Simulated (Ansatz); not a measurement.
Frontier orbitals of C$_{2}$H$_{12}$Al$_{2}$N$_{2}$ (`[CH3][Al@H-]1[NH2+][Al@@H-]([CH3])[NH2+]1`).

```xyz
18

C     0.4208   -1.3823    2.0476
Al   -1.0236   -0.4235    1.1324
N    -1.0422   -0.8790   -0.7726
Al   -0.3404    0.8804   -1.2722
C     1.5274    0.7295   -1.8481
N    -0.4306    1.3724    0.6217
H     0.2002   -2.4497    2.1515
H     1.3747   -1.3031    1.5137
H     0.5879   -0.9984    3.0594
H    -2.5212   -0.3562    1.6806
H    -0.4472   -1.6593   -1.0268
H    -1.9635   -1.0808   -1.1439
H    -1.4507    1.6872   -2.0874
H     1.6134    0.2626   -2.8348
H     2.1276    0.1279   -1.1558
H     2.0117    1.7087   -1.9230
H     0.4536    1.6571    1.0274
H    -1.0978    2.1064    0.8303
```

Charge 0, multiplicity 1. All single points use the PBE0-D4/def2-TZVP geometry. Basis def2-TZVPP, Ansatz 0.2.0.

Orbital energies of one run (eV). Highest occupied ones, from the top: -7.76, -7.79, -8.03, -9.34, -9.67, -10.76, -10.83, -10.99, -10.99, -11.01, -11.67, -14.08, -14.20, -14.50. Empty: 0.55, 0.87, 1.21, 1.83, 2.01, 2.28.

Problem. Which functional gave them?
A. ωB97X-V
B. B97M-V
C. r2SCAN0
D. B3LYP

Solution. C. HOMO energies: r2SCAN0 -7.76, B97M-V -6.68, B3LYP -7.37, ωB97X-V -10.02 eV.

B3LYP here is the variant with VWN-RPA as its local correlation; programs differ in this.
